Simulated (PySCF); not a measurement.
# Ba⁴⁴⁺: ionisation energy

Ba⁴⁴⁺ [Ne] 3s2 (1S) → Ba⁴⁵⁺ [Ne] 3s1 (2S), as a difference of total energies. All numbers are calculated (PySCF 2.14, the non-relativistic Hamiltonian (point nucleus), in an uncontracted even-tempered set (16 s from 9.2 bohr⁻², ratio 2.5; 10 p from 12 bohr⁻², ratio 2.5; 4 d from 44 bohr⁻², ratio 2.7; 4 f from 66 bohr⁻², ratio 2.7)). Correlated levels: outer shells: 1s2 frozen; virtual orbitals above 40 to 60 times the deepest correlated orbital energy dropped. The calculations carry no spin-orbit coupling.

```tsv
method	ionisation energy (eV)
UHF	3403.8
MP2 (outer shells)	3408.1
SCS-MP2 (outer shells)	3408.7
CCSD (outer shells)	3409.7
CCSD(T) (outer shells)	3409.7
```

Question: How much does correlation contribute at CCSD(T) (outer shells)?

Answer: 3409.7 − (3403.8) = 5.9 eV, measured against UHF.

The gap to the reference is mostly relativistic.

For comparison: 3546 ± 4 eV (theoretical estimate listed by NIST; NIST Atomic Spectra Database, ionization energies).
